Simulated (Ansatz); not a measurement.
Relaxation of FGe$_{2}$H$_{5}$O$_{2}$ (10 atoms, charge 0, multiplicity 1), to a largest force component of 0.02 eV/Å in at most 40 steps.

These are results of Ansatz, RKS PBE-D4/def2-SVP, not measurements.

```xyz
10
Properties=species:S:1:pos:R:3
Ge 0.000 0.000 0.000
F 0.000 0.000 1.680
Ge 2.263 0.000 -0.799
H 2.749 -1.461 -0.978
H 2.331 0.737 -2.161
H 3.174 0.724 0.225
O -0.834 1.444 -0.589
H -1.792 1.214 -0.812
O -0.834 -1.444 -0.589
H -1.288 -1.910 0.183
```

Question: Where does it end, and by what steps?

Answer: The forces met the threshold. The force dipped under the threshold on the way, but the program's further checks kept it going. After 15 steps the energy has fallen by 0.248 eV; H4 moved furthest, 0.62 Å.

```tsv
step	energy less start (eV)	largest force component (eV/Å)	accepted
0	0.0000	2.737	yes
1	-0.1760	1.280	yes
2	-0.2141	0.265	yes
3	-0.2232	0.095	yes
4	-0.2253	0.384	yes
5	-0.2352	0.165	yes
6	-0.2287	0.607	no
7	-0.2385	0.047	yes
8	-0.2414	0.051	yes
9	-0.2415	0.289	yes
10	-0.2447	0.128	yes
11	-0.2464	0.014	yes
12	-0.2472	0.043	yes
13	-0.2475	0.045	yes
14	-0.2477	0.035	yes
15	-0.2478	0.009	yes
```

```xyz
10
Properties=species:S:1:pos:R:3
Ge -0.010 -0.036 -0.080
F -0.079 -0.346 1.662
Ge 2.305 0.002 -0.814
H 2.963 -1.340 -0.414
H 2.339 0.171 -2.350
H 3.032 1.178 -0.124
O -0.764 1.537 -0.439
H -1.738 1.455 -0.403
O -1.081 -1.300 -0.766
H -1.199 -2.017 -0.113
```

Whether the end is a true minimum wasn't checked by a vibrational analysis.

Run time: 22 s on 4 threads of Arm Neoverse V2 (shared host), peak memory 0.17 GiB.
